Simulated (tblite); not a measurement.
C6H13As.
Structure used (GFN2-xTB), in Å, numbered top down from 1:
```xyz
20
C6H13As angstrom
C     -2.589    0.856    0.410
C     -1.454    0.754   -0.599
C     -0.850   -0.653   -0.629
C      0.355   -0.682   -1.514
C      1.613   -0.770   -1.101
C      2.057   -0.911    0.318
As     1.625    0.714    1.401
H     -3.373    0.138    0.180
H     -2.216    0.654    1.413
H     -3.021    1.854    0.399
H     -0.666    1.468   -0.330
H     -1.816    1.015   -1.596
H     -1.600   -1.358   -0.999
H     -0.584   -0.945    0.391
H      0.152   -0.581   -2.573
H      2.406   -0.733   -1.839
H      1.551   -1.756    0.797
H      3.132   -1.097    0.359
H      2.686    0.442    2.432
H      2.588    1.601    0.668
```

Calculated harmonic vibrations of the isolated species, GFN2-xTB (tblite), most abundant isotopes, no scaling. This tight-binding method is rough: wavenumbers can miss measured ones by several per cent, in bad cases by 10 to 20. Modes of hydrogen on arsenic can be 10 to 20 % off. One conformer, not necessarily the lowest.

Harmonic wavenumbers (cm⁻¹): 35.7, 83.1, 109.1, 119.8, 139.0, 225.7, 243.3, 285.2, 371.1, 461.9, 554.1, 578.6, 661.3, 718.7, 784.6, 791.5, 861.3, 902.9, 917.1, 934.6, 985.4, 1011.9, 1056.6, 1089.1, 1101.6, 1112.9, 1150.3, 1183.5, 1222.6, 1260.7, 1267.3, 1277.8, 1343.0, 1367.7, 1411.8, 1450.8, 1473.3, 1480.7, 1499.5, 1500.8, 1712.6, 1910.3, 1939.3, 2901.5, 2906.6, 2943.1, 2958.5, 2960.5, 2976.3, 3017.1, 3028.7, 3031.5, 3038.9, 3052.6.

A = 2170, B = 1090, C = 782.0 MHz; mass 160.023 u (most abundant isotopes); point group C1, symmetry number 1.

**Question.** Zero-point energy?

**Answer.** Half the sum of the wavenumbers: 36702 cm⁻¹ = 439.05 kJ/mol.

**Question.** What is S at 400 K and 1 bar for an ideal gas of classical rigid rotors and harmonic oscillators?

**Answer.** Translation 178.26, rotation 127.27, vibration 163.08: S = 468.6 J/(mol K).

**Question.** And Cp and H(400 K) − H(0)?

**Answer.** Cp = 197.97 J/(mol K), of which vibrations give 164.71 (their classical limit is 54 R = 449.0); H(400 K) − H(0) = 46.41 kJ/mol without the zero-point energy, 33.11 from vibrations.

**Question.** How do the functions run with temperature in this model?

**Answer.** 
```tsv
T (K)	S (J/(mol K))	Cp (J/(mol K))	H − H(0) (kJ/mol)	G − H(0) (kJ/mol)	ln q(vib)
100	298.3	79.6	5.60	-24.23	1.94
200	364.1	114.5	15.29	-57.53	4.62
300	418.0	155.3	28.73	-96.68	7.16
500	517.0	236.2	68.17	-190.33	12.14
800	647.6	319.0	152.52	-365.59	19.44
1000	722.9	355.5	220.16	-502.79	24.06
```

q(vib) and H(0) count from the zero-point level.

**Question.** What must be added to the electronic energy to get the Gibbs energy at 400 K and 1 bar?

**Answer.** ZPE + [H(400 K) − H(0)] − T·S = 439.05 + 46.41 − 187.44 = 298.02 kJ/mol.

**Question.** Which modes carry the vibrational entropy at 400 K?

**Answer.** 35.7 cm⁻¹: 25.39; 83.1 cm⁻¹: 18.39; 109.1 cm⁻¹: 16.15; 119.8 cm⁻¹: 15.38; 139.0 cm⁻¹: 14.16; 225.7 cm⁻¹: 10.27 J/(mol K); the other 48 give 63.35 together.

**Question.** Blend soft modes into free rotors: weight 1/[1 + (100 cm⁻¹/ν̃)⁴] for the oscillator and the rest for a rotor with moment μB/(μ + B), μ = h/(8π²ν), B = 10⁻⁴⁴ kg m². What vibrational entropy results?

**Answer.** 149.40 J/(mol K) in place of 163.08, which changes −T·S at 400 K by +5.47 kJ/mol.

Hindered rotation and anharmonicity are outside this model. Other conformers, if any are populated, would add a mixing term that is left out. The structure is chiral; the term R ln 2 for an equal mix with its mirror image is left out.
